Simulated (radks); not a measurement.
Q: All-electron atom: the technetium ion Tc27+ in [Ne] 3s2 3p4. Calculated with a radial shooting solver on a logarithmic mesh with Libxc functionals: scalar-relativistic Kohn-Sham, BLYP, spin-polarised, spherical densities, finite nucleus; open shells are filled with parallel spins first (spin-orbit coupling, left out, can overturn this in heavy ions); Fermi nuclear charge, rms radius 4.4112 fm. Some entries of the table are withheld. Estimate them.

orbital,occ.,eigenvalue (Ry),<r> (bohr)
1s up,1,-1629.577,0.03428
1s down,1,-1629.329,0.03428
2s up,1,-311.5792,0.1480
2s down,1,-311.3964,0.1479
2p up,3,-289.4177,0.1287
2p down,3,-289.1549,0.1287
3s up,1,(1),0.3686
3s down,1,(2),0.3691
3p up,3,-107.6869,0.3587
3p down,1,-106.8845,0.3593

A: 
(1) 3s up eigenvalue (Ry): -114.8151
(2) 3s down eigenvalue (Ry): -114.0140
